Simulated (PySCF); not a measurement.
Spinor energies of Ag³⁸⁺ (silver, charge +38)

Start: [He] 2s2 2p5; 2p1/2 filled at m_j = -1/2, +1/2; 2p3/2 filled at m_j = -1/2, +1/2, +3/2. Calculated with PySCF 2.14 in an even-tempered Gaussian basis (17 s from 17 bohr⁻², ratio 2.4; 12 p from 23 bohr⁻², ratio 2.4; 5 d from 84 bohr⁻², ratio 2.6; 4 f from 130 bohr⁻², ratio 2.6): generalised Hartree-Fock with the X2C-1e Hamiltonian and a Gaussian nucleus; one run each with spin-orbit coupling (SO) switched off, then screened by Boettger's factors.

```
spinor shell  electrons  ε, spin-free (eV)  ε, screened SO (eV)  weight of nominal j (screened SO)  rms radius, screened SO (bohr)
       1s1/2          2           -28203.9             -28199.4                              1.000                          0.0356
       2s1/2          2            -6171.2              -6169.9                              1.000                           0.142
       2p1/2          2            -5818.6              -5944.7                              0.998                           0.122
       2p3/2          3            -5818.6              -5759.4                              0.998                           0.127
```

```tsv
quantity	spin-free	screened SO
E (hartree)	-3919.89184	-3922.84887
M_J	3/2	3/2
⟨J²⟩	3.750	3.750
⟨L²⟩	2.000	2.003
⟨S²⟩	0.750	0.753
```

Each row is a mean over spinors that exchange with the open shell spreads, by up to 37.738 eV (2s1/2).

Breit and QED terms are absent; they matter most for the inner s and p1/2 levels.

Densities and radii are taken from the X2C orbitals without a picture-change correction, which distorts them close to the nucleus.

Without spin-orbit coupling the j labels of p, d and f shells carry no meaning; the spin-free column gives the mean over the occupied spinors of each nl shell.
